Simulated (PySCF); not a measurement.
# Structure from NMR data

The spectra below were simulated for a compound C₉H₁₀Si.

¹H NMR (600 MHz, computed): δ 7.79 (d, 2H), 7.38 (d, 2H), 3.91 (t, 3H), 2.73 (s, 1H), 2.36 (q, 2H).

¹³C{¹H} NMR (computed): δ 147.2 (C), 140.1 (CH, 2C), 132.8 (CH, 2C), 122.9 (C), 89.3 (C), 86.3 (CH), 22.1 (CH2).

- coordinates at the GFN2-xTB level
- σ from GIAO-PBE0/pcSseg-1
- program: PySCF 2.14.0 with density-fitted response routines
- one conformer, gas phase, fast rotation and ring inversion assumed for equivalent nuclei, non-relativistic Hamiltonian

Referencing at the same level of theory: ¹H (31.72 ppm), ¹³C (186.93 ppm) against TMS.

Q: Which of these isomers gave the spectra?
A. CC1=C[SiH2]c2ccccc21
B. C#Cc1ccc(C[SiH3])cc1
C. C=C1[SiH2][C@H]1c1ccccc1

A: B. 

- Rings plus π bonds: 6 (1 ring in the answer).
- 7 carbon signals for 9 carbons: some carbons are equivalent by symmetry or fast rotation.
- Carbon types of the structure: 3 × C, 5 × CH, 1 × CH2, leaving 3 H on heteroatoms.
- δC 147.2, 122.9: substituted aromatic carbon.
- δC 140.1, 132.8: aromatic CH.
- δC 89.3: alkyne carbon; the triple bond shields along its axis, which puts it between sp3 and sp2 carbons.
- δC 86.3: terminal alkyne carbon; sp carbons lie upfield of alkene carbons because the cylindrical π system leaves one tensor component strongly shielded.
- δH 7.79, 7.38: hydrogen on an aromatic CH; aromatic region.

The others: CC1=C[SiH2]c2ccccc21 would give 9 carbon signals, not 7; C=C1[SiH2][C@H]1c1ccccc1 would give 8 signals for carbon-bound and other non-exchanging H, not 5.

Shifts are as computed. Against solution values, carbons near 30 ppm lie about +3 ppm off and those near 130 ppm about +5 ppm. Of 1211 compounds with measured shifts, 218 miss one by over three times the rms of a fit or turn the order of signals round; such compounds aren't used in these exercises. Multiplicities follow the n + 1 count of equivalent neighbours, as no J values were calculated; m marks all less simple cases, F and P coupling included.
